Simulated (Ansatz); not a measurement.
Steps of a relaxation of AgI (`[Ag][I]`) with RKS PBE0-D4/def2-TZVP.

```sh
$ ansatz run in.yaml --threads 4 --pin off --events-out ev --progress --plain --max-ram 10444MiB
```

```yaml
crystal:
  periodic: [false, false, false]
  atoms:
    - {symbol: Ag, position_ang: [0.000000, -0.000000, -0.020581]}
    - {symbol: I, position_ang: [-0.000000, 0.000000, 2.565202]}
basis:
  gaussian: {orbitals: def2-TZVP}
hamiltonian: {xc: pbe0, dispersion: d4}
relax: {f_tol: 0.005, max_steps: 150}
```

Positions (Å) and forces (eV/Å) along the path, 3 of 3 steps:

```xyz
2
step=1 energy=-12102.4157 eV
Ag    0.000    0.000   -0.021    0.000    0.000    0.170
I     0.000    0.000    2.565    0.000    0.000   -0.170
2
step=2 energy=-12102.4174 eV
Ag    0.000    0.000   -0.008    0.000    0.000   -0.037
I     0.000    0.000    2.553    0.000    0.000    0.037
2
step=3 energy=-12102.4175 eV
Ag    0.000    0.000   -0.010    0.000    0.000    0.002
I     0.000    0.000    2.555    0.000    0.000   -0.002
```

It took 4.1 s on 4 threads of an Intel Xeon Platinum 8259CL on a shared host, with 0.19 GiB of host memory at the peak.
